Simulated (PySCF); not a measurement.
**Computed vibrations of [YbH3(H2O)]−**

[YbH3(H2O)]− (singlet in the valence; each metal's 4f electrons, 14 of them, lie in its core potential, out of spins and levels). PySCF 2.14.0, RKS PBE0, Yb lcecp-0-SVP with ECP60, H def2-SVP, O def2-SVP; non-relativistic Hamiltonian with scalar-relativistic core potentials where named; density fitting; no spin-orbit coupling. Central differences of gradients.

```xyz
7

Yb    0.0763   -0.1551    0.1551
H     0.7244    1.9962    0.5624
H    -0.5804   -1.6713    1.6713
H     0.7244   -0.5624   -1.9962
O    -0.8537    1.5139   -1.5139
H    -0.2442    2.0429   -0.9371
H    -0.2442    0.9371   -2.0429
```

Run from Python with OMP_NUM_THREADS=2. Where DIIS fails, smearing, a level shift and second-order steps follow.
It took 46 s on 2 threads of Arm Neoverse V1, on a shared host.

Task: What are the harmonic wavenumbers and infrared intensities?

Result: Modes are labelled in Cs; negative numbers are unstable modes, those under 60 cm⁻¹ near the noise; a finer grid moves soft modes by up to 10 cm⁻¹.
```
cm⁻¹  km/mol  symmetry
 150     0.1       a''
 189   136.0        a'
 226   148.9        a'
 360   396.5       a''
 438   500.1        a'
 547  1076.5        a'
 697    74.4       a''
 813    41.6        a'
 846   361.7       a''
1007  1030.2        a'
1032   487.0       a''
1103    14.3        a'
1648    54.9        a'
3348   311.3        a'
3377   495.2       a''
```

Task: Is this a minimum?

Result: Yes. Ideal gas at 298.15 K and 1 bar: S = 315.9 J/(mol K), Cp = 86.5 J/(mol K), H − H(0 K) = 17.6 kJ/mol (rigid rotor, harmonic modes, spin degeneracy alone, that of the 4f electrons in the core included).

An lcecp potential fixes the number of 4f electrons, so in runs with it no electron can move into or out of that shell.
